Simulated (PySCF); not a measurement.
Al(Me)2(NH2) (C2H8AlN), SMILES [CH3][Al]([CH3])[NH2]. Heavy atoms are numbered as in [Al:1]([CH3:2])([CH3:6])[NH2:10]. Hydrogens are named by the atom that carries them.

Geometry optimised at B3LYP-D3(BJ)/def2-SVP. The structure was generated by enumeration; whether it is a known compound was not checked. Other conformers were not sampled.

Method: PBE/pcSseg-1 (PySCF).

GIAO shieldings, no solvent; atoms alike by connectivity are averaged. δ = σ(ref) − σ: ¹³C against TMS (σ = 182.0 ppm); ¹H against TMS (σ = 31.49 ppm); ¹⁵N against NH3 (σ = 267.0 ppm), references at their B3LYP-D3(BJ)/def2-TZVP geometries, non-relativistic.

```csv
nucleus,atoms,count,δ (ppm)
¹³C,C2 (CH3),2,-11.5
¹H,H on N10,2,1.75
¹H,H on C2,6,-0.21
¹⁵N,N10 (NH2),1,57.7
```
